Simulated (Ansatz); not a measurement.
FH₆NOSi₂, SMILES `O[SiH2]N[SiH2]F`. Charge 0, multiplicity 1. Geometry: relaxed with PBE0-D4/def2-TZVP. It is one conformer, not always the lowest.

```xyz
11

O     0.949    1.999    1.081
Si    0.751    1.137   -0.303
N     0.491   -0.551   -0.046
Si   -0.967   -1.428   -0.188
F    -1.843   -1.355    1.153
H     0.231    1.994    1.716
H    -0.438    1.590   -1.068
H     2.015    1.361   -1.037
H     1.269   -1.060    0.355
H    -1.795   -0.827   -1.255
H    -0.663   -2.859   -0.408
```

(1) What is the dipole moment at B3LYP/def2-TZVPP? (An estimate is asked.)

(2) And with PBE, r2SCAN, ωB97M-V? (Best estimate.)

(3) Give the Mulliken charges with B3LYP, r2SCAN, ωB97M-V in def2-TZVPP. (Best estimate.)

## Answers

(1) Ansatz gave: 0.76 D, with components (0.43, -0.60, -0.17) D in this frame, pointing from negative to positive charge.

(2) Ansatz gave: PBE 0.71 D, r2SCAN 0.72 D, ωB97M-V 0.75 D.

(3) Computed: 
```json
{"atom": "O1", "B3LYP": "-0.39", "r2SCAN": "-0.41", "ωB97M-V": "-0.37"}
{"atom": "Si2", "B3LYP": "0.51", "r2SCAN": "0.54", "ωB97M-V": "0.43"}
{"atom": "N3", "B3LYP": "-0.34", "r2SCAN": "-0.40", "ωB97M-V": "-0.35"}
{"atom": "Si4", "B3LYP": "0.59", "r2SCAN": "0.62", "ωB97M-V": "0.51"}
{"atom": "F5", "B3LYP": "-0.33", "r2SCAN": "-0.33", "ωB97M-V": "-0.32"}
{"atom": "H6", "B3LYP": "0.19", "r2SCAN": "0.20", "ωB97M-V": "0.18"}
{"atom": "H7", "B3LYP": "-0.10", "r2SCAN": "-0.10", "ωB97M-V": "-0.05"}
{"atom": "H8", "B3LYP": "-0.08", "r2SCAN": "-0.09", "ωB97M-V": "-0.04"}
{"atom": "H9", "B3LYP": "0.12", "r2SCAN": "0.14", "ωB97M-V": "0.10"}
{"atom": "H10", "B3LYP": "-0.08", "r2SCAN": "-0.09", "ωB97M-V": "-0.04"}
{"atom": "H11", "B3LYP": "-0.09", "r2SCAN": "-0.09", "ωB97M-V": "-0.05"}
```

B3LYP here is the variant with VWN-RPA as its local correlation; programs differ in this.
